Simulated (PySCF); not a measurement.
## RuO: frontier orbitals

LDA at R = 1.693 Å; PySCF, scalar-relativistic core potentials, basis sets Ru def2-TZVPPD with ECP28, O def2-TZVPPD. State: ⁵Δ (quintet), unpaired electrons σ ↑, π ↑↑, δ ↑. Only the outer orbitals are listed, counted within each symmetry, core potentials removing the inner ones.

| spin | orbital | occ. | ε (eV) | on Ru (%) | main shells (%) |
| --- | --- | --- | --- | --- | --- |
| α | 5σ | 1 | -10.34 | 37 | 55 O p, 35 Ru d |
| α | 2π | 1 | -9.79 | 44 | 55 O p, 44 Ru d |
| α | 2π | 1 | -9.79 | 44 | 55 O p, 44 Ru d |
| α | 1δ | 1 | -7.21 | 100 | 100 Ru d |
| α | 1δ | 1 | -6.57 | 100 | 100 Ru d |
| α | 6σ | 1 | -5.79 | 87 | 62 Ru s, 24 Ru d, 14 O p |
| α | 3π | 1 | -5.39 | 60 | 54 Ru d, 40 O p |
| α | 3π | 1 | -5.39 | 60 | 54 Ru d, 40 O p |
| α | 7σ | 0 | -3.35 | 81 | 28 Ru s, 27 Ru p, 25 Ru d |
| β | 5σ | 1 | -9.39 | 31 | 60 O p, 29 Ru d, 8 O s |
| β | 2π | 1 | -8.49 | 36 | 63 O p, 35 Ru d |
| β | 2π | 1 | -8.49 | 36 | 63 O p, 35 Ru d |
| β | 1δ | 1 | -5.18 | 100 | 100 Ru d |
| β | 1δ | 0 | -4.81 | 100 | 100 Ru d |
| β | 6σ | 0 | -4.33 | 91 | 66 Ru s, 24 Ru d, 11 O p |
| β | 3π | 0 | -3.67 | 68 | 61 Ru d, 32 O p |

Question: Which are the highest filled and the lowest empty level, where do they sit, and how wide is the gap?

Answer: Highest filled β 1δ at -5.18 eV (in %: 100 Ru d); lowest empty β 1δ at -4.81 eV (in %: 100 Ru d); the gap at LDA is 0.37 eV. Both belong to one degenerate shell, split only by its one-sided filling, so this is no excitation gap.

```json
{
 "bond order (Mayer)": "2.04",
 "⟨S²⟩": "6.003",
 "charge on Ru (Mulliken, basis-dependent)": "0.50",
 "charge on Ru (Löwdin, basis-dependent)": "0.55",
 "dipole moment (positive dipole means Ru(−)O(+))": "-3.24 D",
 "polarisability along the bond": "52.6 bohr³",
 "polarisability across the bond": "38.8 bohr³"
}
```

Spin–orbit coupling is left out. With d or f electrons several states lie close, and the lowest PBE0 determinant need not be the measured ground state.
